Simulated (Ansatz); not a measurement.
`FBC[CH2][AlH2]` + `[SiH3][SiH3]` → `FB[SiH2][SiH3]` + `C[CH2][AlH2]`  (formal exchange of groups at a B–C bond)

Program: Ansatz. Geometries: PBE0-D4/def2-TZVP. ΔE: electronic, gas phase. CBS: MP2 limit from def2 TZ/QZ plus the TZ coupled-cluster correction, frozen cores. DFT in def2-TZVPP. Each species was taken in one conformer, which may not be the lowest.

`FBC[CH2][AlH2]`:

Cartesian coordinates in Å:
```
F 1.057 2.365 1.036
B 0.186 1.397 1.301
C -0.461 0.603 0.140
C 0.583 -0.581 0.079
Al -0.256 -1.472 -1.431
H 0.018 1.111 2.454
H -1.461 0.228 0.375
H -0.491 1.166 -0.800
H 0.584 -1.141 1.016
H 1.589 -0.200 -0.109
H -1.492 -2.429 -1.155
H 0.145 -1.047 -2.906
```

`[SiH3][SiH3]`:

Cartesian coordinates in Å:
```
Si 0.225 1.085 -0.374
Si -0.225 -1.085 0.374
H -0.011 1.185 -1.839
H -0.657 2.062 0.319
H 1.642 1.442 -0.095
H 0.654 -2.063 -0.322
H -1.643 -1.441 0.098
H 0.015 -1.186 1.838
```

`FB[SiH2][SiH3]`:

```xyz
10

F    -1.551   -1.900    1.418
B    -1.187   -1.537    0.200
Si   -0.837    0.414   -0.224
Si    1.468    0.791    0.002
H    -1.032   -2.425   -0.597
H    -1.569    1.343    0.681
H    -1.214    0.708   -1.636
H     2.223   -0.125   -0.895
H     1.807    2.195   -0.354
H     1.891    0.536    1.405
```

`C[CH2][AlH2]`:

```xyz
10

C    -0.894   -0.810   -0.568
C     0.455   -0.104   -0.438
Al    0.687    1.090    1.096
H    -0.940   -1.456   -1.449
H    -1.717   -0.095   -0.647
H    -1.107   -1.436    0.303
H     0.667    0.484   -1.342
H     1.271   -0.840   -0.405
H     2.069    1.852    1.305
H    -0.490    1.315    2.145
```

| level | ΔE (eV) |
| --- | --- |
| PBE-D4 | 0.25 |
| B2PLYP | 0.30 |
| HF/def2-TZVPP | 0.26 |
| CCSD/def2-TZVPP | 0.31 |
| CCSD(T)/def2-TZVPP | 0.32 |
| HF/def2-QZVPP | 0.27 |
| MP2/CBS(def2) | 0.38 |
| CCSD/CBS(def2) | 0.30 |

What does CCSD(T)/CBS give? (Estimate.)

The calculation gave: +0.31 eV. The listed levels differ from it by -0.06, -0.01, -0.05, 0.00, 0.01, -0.04, 0.07, -0.01 eV.

Largest T1 diagnostic among the species: 0.015.

In def2-TZVPP, CCSD(T) changes the Hartree–Fock value by +0.06 eV (the triples alone add +0.01 eV) and MP2 by +0.12 eV.
